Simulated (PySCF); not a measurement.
Compound: TMS, C4H12Si.
Atom-mapped SMILES: `[CH3:1][Si:2]([CH3:3])([CH3:4])[CH3:5]` (hydrogens: H6, H7, H8 on C1; H9, H10, H11 on C3; H12, H13, H14 on C4; H15, H16, H17 on C5)

Structure used (GFN2-xTB), in Å, numbered top down from 1:
```xyz
17
C4H12Si angstrom
C     -0.4066   -1.2134   -1.4194
Si    -0.0012   -0.0007   -0.0018
C      0.0081    1.7855   -0.6754
C     -1.3198   -0.1549    1.3703
C      1.7161   -0.4155    0.7216
H     -1.3797   -1.0036   -1.8532
H     -0.4187   -2.2416   -1.0702
H      0.3270   -1.1480   -2.2173
H      0.2425    2.5019    0.1064
H     -0.9581    2.0579   -1.0892
H      0.7465    1.9077   -1.4621
H     -2.3121    0.0753    0.9941
H     -1.3509   -1.1605    1.7791
H     -1.1170    0.5258    2.1917
H      1.7463   -1.4264    1.1171
H      2.4931   -0.3368   -0.0328
H      1.9775    0.2592    1.5312
```

Method used: HF/pcSseg-1 in PySCF (dipole) on a GFN2-xTB geometry, gas phase.

Take the most abundant isotopes and a rigid rotor. 

Task: Give the principal moments of inertia and the rotational constants in MHz.

Result: Ia = 167.53, Ib = 167.76, Ic = 167.83 u·Å²; 505379 MHz·u·Å²/I gives A = 3017, B = 3012, C = 3011 MHz.

Task: Classify the top.

Result: A spherical top, as the point group Td requires three equal moments; the computed ones differ by 0.18 % because the geometry is symmetric only within the optimiser's tolerance.

The point group Td allows no dipole (computed: 0.01 D), so a rigid rotor has no electric-dipole lines.

Task: Estimate the classical rotational partition function at 50 K, 298.15 K and 500 K.

Result: Point group Td, symmetry number σ = 12; q = (√π/σ)·√((kT/h)³/(ABC)), k/h = 20836.6 MHz/K: 949 at 50 K, 13800 at 298.15 K, 30000 at 500 K.

Not checked by GFN2-xTB frequencies. Zero-point vibration and centrifugal distortion are left out.

The run took about 6 s of CPU time (one thread, shared machine). This is the HF/pcSseg-1 job that gave the dipole, with the shieldings it also computed.
